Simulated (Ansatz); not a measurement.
Coupled-cluster diagnostics for GeH2Me(OMe) (C₂H₈GeO), Ansatz.

Geometry of the singlet (PBE-D4/def2-SVP):

Cartesian coordinates in Å:
```
Ge -0.4136 0.5574 0.3235
H 0.3543 1.9164 0.3475
H -1.7906 0.7507 -0.3862
C -0.5847 -0.2411 2.0949
H -1.1569 0.4282 2.7667
H 0.4197 -0.4111 2.5276
H -1.1115 -1.2116 2.0208
O 0.5591 -0.6344 -0.6270
C 0.8587 -0.3401 -1.9732
H -0.0535 -0.2284 -2.6100
H 1.4555 -1.1787 -2.3921
H 1.4636 0.5927 -2.0925
```

Correlated methods freeze 12 core orbitals; core or outer-core shells of Ge are correlated, in sets that lack core-valence functions.

(1) Estimate the CCSD(T) correlation energy, the shares of MP2 and (T), T1 and the reference's ⟨S²⟩ for: charge 0, singlet, own geometry in def2-TZVP; and the rough time on 4 threads of Arm Neoverse V1 on a shared host.

## Answers

(1) 
```csv
state,basis,correlation (eV),MP2 share (%),(T) share (%),T1,⟨S²⟩ (pure),wall time
"charge 0, singlet, own geometry",def2-TZVP,-24.679,92.2,3.5,0.011,0.00 (0.00),74 s
```
Customary marks for T1 are 0.02 (closed shells), 0.045 (open shells) and about 0.05 (3d metals). T1 stays under 0.02 throughout.
